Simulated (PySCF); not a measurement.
Si(H)(F)(Cl)(Et) (C2H6ClFSi), SMILES Cl[SiH](F)CC. Atoms are numbered in the order given.

```xyz
11

Si     0.5209    -0.3839    -0.4215
F      1.2658    -1.0306     0.8866
Cl     0.5792     1.6815    -0.2060
C     -1.2569    -0.9611    -0.4681
C     -2.0813    -0.5674     0.7656
H      1.3214    -0.7578    -1.6287
H     -1.7071    -0.5530    -1.4003
H     -1.2328    -2.0660    -0.6011
H     -2.1069     0.5336     0.8930
H     -3.1277    -0.9241     0.6855
H     -1.6480    -0.9976     1.6909
```
Charge 0, spin multiplicity 1.

Geometry: PBE-D3(BJ)/def2-SVP. The structure was generated by enumeration, and PubChem lists no compound with its InChIKey, so it may never have been made. The values are those of a single conformer.

Method: PBE-D3(BJ)/def2-SVP in PySCF.

Frequencies are harmonic and unscaled.

Question: Estimate the vibrational spectrum. (An estimate is asked for; the answer gives what the named calculation found.)

Answer: 
```json
[
 {"mode": "1", "ν (cm⁻¹)": "63", "IR (km/mol)": "0.1", "moving atoms (share of kinetic energy)": "C 36 %, H 31 %, F 20 %, Cl 13 %"},
 {"mode": "2", "ν (cm⁻¹)": "140", "IR (km/mol)": "3.5", "moving atoms (share of kinetic energy)": "C 42 %, Cl 21 %, H 21 %, F 10 %"},
 {"mode": "3", "ν (cm⁻¹)": "161", "IR (km/mol)": "0.5", "moving atoms (share of kinetic energy)": "H 59 %, F 18 %, C 11 %"},
 {"mode": "4", "ν (cm⁻¹)": "235", "IR (km/mol)": "5.9", "moving atoms (share of kinetic energy)": "F 50 %, Cl 22 %, Si 14 %"},
 {"mode": "5", "ν (cm⁻¹)": "259", "IR (km/mol)": "0.7", "moving atoms (share of kinetic energy)": "H 63 %, C 18 %, F 10 %"},
 {"mode": "6", "ν (cm⁻¹)": "396", "IR (km/mol)": "22.5", "moving atoms (share of kinetic energy)": "Si 40 %, C 30 %, H 15 %, F 9 %"},
 {"mode": "7", "ν (cm⁻¹)": "520", "IR (km/mol)": "54.6", "moving atoms (share of kinetic energy)": "Si 42 %, Cl 39 %, C 9 %"},
 {"mode": "8", "ν (cm⁻¹)": "633", "IR (km/mol)": "9.2", "moving atoms (share of kinetic energy)": "H 39 %, C 35 %, Si 21 %"},
 {"mode": "9", "ν (cm⁻¹)": "662", "IR (km/mol)": "2.7", "moving atoms (share of kinetic energy)": "H 78 %, C 18 %"},
 {"mode": "10", "ν (cm⁻¹)": "789", "IR (km/mol)": "200.4", "moving atoms (share of kinetic energy)": "H 71 %, Si 19 %"},
 {"mode": "11", "ν (cm⁻¹)": "797", "IR (km/mol)": "34.2", "moving atoms (share of kinetic energy)": "H 79 %, F 16 %"},
 {"mode": "12", "ν (cm⁻¹)": "879", "IR (km/mol)": "137.7", "moving atoms (share of kinetic energy)": "F 36 %, Si 35 %, H 27 %"},
 {"mode": "13", "ν (cm⁻¹)": "946", "IR (km/mol)": "36.9", "moving atoms (share of kinetic energy)": "H 78 %, C 15 %"},
 {"mode": "14", "ν (cm⁻¹)": "956", "IR (km/mol)": "19.0", "moving atoms (share of kinetic energy)": "H 73 %, C 18 %"},
 {"mode": "15", "ν (cm⁻¹)": "1029", "IR (km/mol)": "13.6", "moving atoms (share of kinetic energy)": "C 69 %, H 31 %"},
 {"mode": "16", "ν (cm⁻¹)": "1203", "IR (km/mol)": "4.0", "moving atoms (share of kinetic energy)": "H 79 %, C 21 %"},
 {"mode": "17", "ν (cm⁻¹)": "1217", "IR (km/mol)": "2.7", "moving atoms (share of kinetic energy)": "H 58 %, C 41 %"},
 {"mode": "18", "ν (cm⁻¹)": "1344", "IR (km/mol)": "1.2", "moving atoms (share of kinetic energy)": "H 82 %, C 18 %"},
 {"mode": "19", "ν (cm⁻¹)": "1372", "IR (km/mol)": "5.9", "moving atoms (share of kinetic energy)": "H 91 %, C 9 %"},
 {"mode": "20", "ν (cm⁻¹)": "1425", "IR (km/mol)": "7.2", "moving atoms (share of kinetic energy)": "H 97 %"},
 {"mode": "21", "ν (cm⁻¹)": "1430", "IR (km/mol)": "6.7", "moving atoms (share of kinetic energy)": "H 96 %"},
 {"mode": "22", "ν (cm⁻¹)": "2205", "IR (km/mol)": "128.5", "moving atoms (share of kinetic energy)": "H 97 %"},
 {"mode": "23", "ν (cm⁻¹)": "2966", "IR (km/mol)": "7.9", "moving atoms (share of kinetic energy)": "H 95 %"},
 {"mode": "24", "ν (cm⁻¹)": "2976", "IR (km/mol)": "24.4", "moving atoms (share of kinetic energy)": "H 97 %"},
 {"mode": "25", "ν (cm⁻¹)": "3018", "IR (km/mol)": "3.3", "moving atoms (share of kinetic energy)": "H 91 %, C 9 %"},
 {"mode": "26", "ν (cm⁻¹)": "3064", "IR (km/mol)": "12.6", "moving atoms (share of kinetic energy)": "H 90 %, C 10 %"},
 {"mode": "27", "ν (cm⁻¹)": "3068", "IR (km/mol)": "11.4", "moving atoms (share of kinetic energy)": "H 91 %, C 9 %"}
]
```
